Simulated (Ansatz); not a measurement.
ClFHOSn, SMILES `[OH][Sn]([F])[Cl]` radical. The species carries charge 0 and has multiplicity 2. Sn: def2 effective core potential.

```
atom   x (Å)   y (Å)   z (Å)
  O1   0.671  -1.040   0.694
 Sn2  -0.263   0.649   0.357
  F3   0.531   1.275  -1.283
 Cl4  -2.496   0.152  -0.081
  H5   1.557  -1.036   0.313
```

**Question.** List the harmonic frequencies (cm⁻¹, unscaled) at PBE0-D4/def2-TZVP in Ansatz. (Estimate.)

**Answer.** The calculation gave: 109, 130, 159, 237, 360, 600, 605, 839, 3844.

**Question.** Is this a minimum?

**Answer.** Yes, all 9 modes are real.

**Question.** Give the ideal-gas thermochemistry at 298.15 K and 1 bar (rigid rotor, harmonic oscillator; point group C1, symmetry number 1).

**Answer.** Zero-point energy 41.2 kJ/mol; H(298) − E = 59.7 kJ/mol; entropy 347.5 J/(mol·K), of which translation 174.3, rotation 113.8, vibration 53.6, electronic 5.8; G(298) − E = -43.9 kJ/mol.

**Question.** And at 400, 500, 600, 800 and 1000 K?

**Answer.** 
```
T (K)  H − E (kJ/mol)  S (J/mol/K)  G − E (kJ/mol)
  400            68.4        372.6           -80.6
  500            77.4        392.7          -118.9
  600            86.7        409.6          -159.1
  800           105.8        437.1          -243.9
 1000           125.3        458.8          -333.5
```
